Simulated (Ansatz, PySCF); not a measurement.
ClH4N2STa, SMILES [NH2][Ta]([NH2])(=[S])[Cl], multiplicity 1. Atoms are numbered in the order given.

```xyz
9

Ta    -0.1509     0.0543     0.0000
S      1.3168     1.6560     0.0000
Cl     0.8172    -2.0803     0.0000
N     -1.2525     0.2573    -1.6256
H     -1.1156     0.9448    -2.3642
H     -2.0899    -0.2934    -1.8177
N     -1.2525     0.2573     1.6256
H     -1.1156     0.9448     2.3642
H     -2.0899    -0.2934     1.8177
```
Charge 0, spin multiplicity 1.

The structure is a stationary point at B3LYP-D3(BJ)/def2-SVP. The multiplicity is an assumed one; no other spin state was optimised. The structure was generated by enumeration; whether it is a known compound was not checked. The def2 effective core potentials stand for the cores of Ta; spin–orbit coupling is left out. The values are those of a single conformer.

Vertical ionisation energy (IE) and electron affinity (EA) in eV. Rows of orbital energies are one-electron estimates. Where ΔSCF, EOM or ADC give a negative EA the extra electron is unbound and the value depends on the basis.

| level | IE | EA |
|---|---|---|
| −ε(HOMO), −ε(LUMO), PBE0/def2-TZVP (PySCF) | 7.51 | 1.59 |
| −ε(HOMO), −ε(LUMO), PBE/def2-TZVP (PySCF) | 6.35 | 2.35 |
| ΔSCF, PBE0/def2-SVPD (Ansatz), final states of multiplicity 2 and 2 | 9.49 | 0.16 |
| ΔSCF, PBE/def2-SVPD (Ansatz), final states of multiplicity 2 and 2 | ? | ? |

Problem. What belongs in the gaps? (An estimate is asked for; the answer gives what the named calculation found.)

Solution. 
- ΔSCF, PBE/def2-SVPD (Ansatz, a first-principles code), final states of multiplicity 2 and 2, IE: 9.15
- ΔSCF, PBE/def2-SVPD (Ansatz), final states of multiplicity 2 and 2, EA: -0.04

Problem. What vertical singlet–triplet gap does ΔSCF give with PBE0/def2-SVPD (Ansatz) and with PBE/def2-SVPD (Ansatz)? (Estimate from the structure and the level; the computed values follow.)

Solution. 3.73 and 3.85 eV (triplet above singlet where positive).
